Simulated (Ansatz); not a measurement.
Geometry optimisation, RKS PBE0/STO-3G (Ansatz 0.2.0).

input.yaml

```yaml
crystal:
  periodic: [false, false, false]
  atoms:
    - { symbol: B, position_ang: [0.1275, -2.3181, 0.0302] }
    - { symbol: Si, position_ang: [0.9114, -0.6525, 0.6749] }
    - { symbol: C, position_ang: [1.636, 0.3291, -0.7537] }
    - { symbol: C, position_ang: [0.6864, 0.8337, -1.7231] }
    - { symbol: Si, position_ang: [-0.5809, 0.5653, 1.7824] }
    - { symbol: Al, position_ang: [-2.6273, 0.6829, 0.6186] }
    - { symbol: H, position_ang: [-0.8011, -2.203, -0.7309] }
    - { symbol: H, position_ang: [0.5081, -3.3094, 0.375] }
    - { symbol: H, position_ang: [1.9993, -1.0051, 1.6428] }
    - { symbol: H, position_ang: [2.2209, 1.1973, -0.2965] }
    - { symbol: H, position_ang: [2.3809, -0.3246, -1.2528] }
    - { symbol: H, position_ang: [1.1284, 1.3466, -2.551] }
    - { symbol: H, position_ang: [-0.1149, 1.573, -1.2372] }
    - { symbol: H, position_ang: [-0.0052, -0.015, -2.1032] }
    - { symbol: H, position_ang: [-0.0539, 1.9137, 2.0033] }
    - { symbol: H, position_ang: [-0.8222, -0.021, 3.1249] }
    - { symbol: H, position_ang: [-3.9466, 0.1175, 1.2856] }
    - { symbol: H, position_ang: [-2.6843, 1.3007, -0.8374] }
basis:
  gaussian: { orbitals: STO-3G }
hamiltonian:
  xc: pbe0
relax:
  f_tol: 0.02
  max_steps: 50
```

Run as:

```bash
$ ansatz run input.yaml --threads 1 --pin off --max-ram 2048MiB --backend cpu --events-out ev --progress --plain --runs-dir out
```

Question: Where does it end, and by what steps?

Answer: It converged. The force dipped under the threshold on the way, but the program's further checks kept it going. Limits of this set-up: minimal basis. After 37 steps the energy has fallen by 0.988 eV; H18 moved furthest, 1.87 Å.

| step | energy less start (eV) | largest force component (eV/Å) | accepted |
| --- | --- | --- | --- |
| 0 | 0.0000 | 6.931 | yes |
| 2 | -0.8826 | 0.358 | yes |
| 4 | -0.8989 | 0.242 | yes |
| 6 | -0.9226 | 0.084 | yes |
| 8 | -0.9221 | 0.198 | no |
| 10 | -0.9269 | 0.096 | yes |
| 12 | -0.9291 | 0.036 | yes |
| 14 | -0.9332 | 0.091 | yes |
| 16 | -0.9353 | 0.113 | yes |
| 18 | -0.9383 | 0.179 | yes |
| 20 | -0.9436 | 0.096 | yes |
| 22 | -0.9491 | 0.274 | yes |
| 24 | -0.9589 | 0.149 | yes |
| 26 | -0.9708 | 0.218 | yes |
| 28 | -0.9806 | 0.091 | yes |
| 30 | -0.9850 | 0.060 | yes |
| 32 | -0.9863 | 0.078 | yes |
| 34 | -0.9880 | 0.015 | yes |
| 36 | -0.9884 | 0.020 | yes |
| 37 | -0.9885 | 0.017 | yes |

```xyz
18
Properties=species:S:1:pos:R:3
B 0.526 -2.449 0.387
Si 1.030 -0.610 0.746
C 1.410 0.356 -0.838
C 0.190 0.599 -1.752
Si -0.718 0.346 1.819
Al -2.166 1.330 0.347
H -0.057 -2.756 -0.584
H 0.722 -3.300 1.171
H 2.218 -0.546 1.569
H 1.853 1.328 -0.581
H 2.169 -0.182 -1.421
H 0.473 1.126 -2.674
H -0.564 1.234 -1.251
H -0.300 -0.343 -2.036
H -0.156 1.260 2.791
H -1.342 -0.694 2.610
H -3.193 0.498 -0.365
H -2.130 2.813 0.112
```

Time of the run: 94 s on 1 thread of AMD EPYC 9R45 96-Core Processor (Zen 5) (shared host), peak memory 0.2 GiB.
